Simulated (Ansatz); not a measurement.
Harmonic frequencies (cm⁻¹) at PBE0-D4/def2-TZVP from Ansatz: 93, 112, 122, 295, 324, 391, 474, 574, 583, 633, 676, 765, 849, 856, 921, 1341, 2198, 2216, 2705, 3060, 3148.

Each molecule was computed in one conformer, which needn't be the lowest.

Problem. Which molecule is it?
A. `[CH3][GaH][CH2]S`
B. `[SH][Al]1[CH2][SiH2]1`
C. `NC#CN`
D. `NC(O)(O)F`

Solution. B.
